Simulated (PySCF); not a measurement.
C4H3ClF2, SMILES C#CC(F)(F)CCl.

Geometry: B3LYP-D3(BJ)/def2-SVP. The structure was generated by enumeration, and PubChem lists no compound with its InChIKey, so it may never have been made. The values are those of a single conformer.

Calculation: SMD-M06-2X/def2-SVP run with PySCF.

Solvation free energies are E(SMD) − E(gas) at the gas-phase geometry, for 1 M in both phases. In vacuum the dipole moment is 1.86 D.

```tsv
solvent	ΔG(solv) (kcal/mol)	its non-electrostatic (CDS) part	dipole (D)
water	-1.7	5.1	2.36
cyclohexanone	-5.1	1.1	2.32
2-propanol	-5.6	0.8	2.33
```
